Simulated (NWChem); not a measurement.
Species: C2H6GeO; SMILES [OH][GeH2][CH]=C

```xyz
10

Ge    -0.3564     0.4212    -0.0003
O      0.9780     1.5975    -0.1727
C      0.2893    -1.3366     0.5044
C      0.2652    -2.3712    -0.3415
H     -0.9766     0.3512    -1.4025
H     -1.3552     0.9519     1.0540
H      1.3951     1.8177     0.6664
H      0.6813    -1.4928     1.5177
H     -0.1149    -2.2729    -1.3652
H      0.6233    -3.3671    -0.0556
```
Atoms are numbered in this order, from 1.

The geometry was optimised at PBE0/def2-SVP. B3LYP is NWChem's, with the RPA form of VWN correlation.

Task: List the 4 lowest vertical singlet excitations from B3LYP/def2-SVP, full TDDFT (NWChem).

Result: 
| state | energy (eV) | oscillator strength | leading excitation (squared amplitude) |
|---|---|---|---|
| S1 | 5.88 | 0.002 | HOMO → LUMO (0.81) |
| S2 | 6.82 | 0.068 | HOMO−2 → LUMO (0.66) |
| S3 | 7.08 | 0.232 | HOMO−1 → LUMO (0.43) |
| S4 | 7.51 | 0.010 | HOMO → LUMO+1 (0.60) |
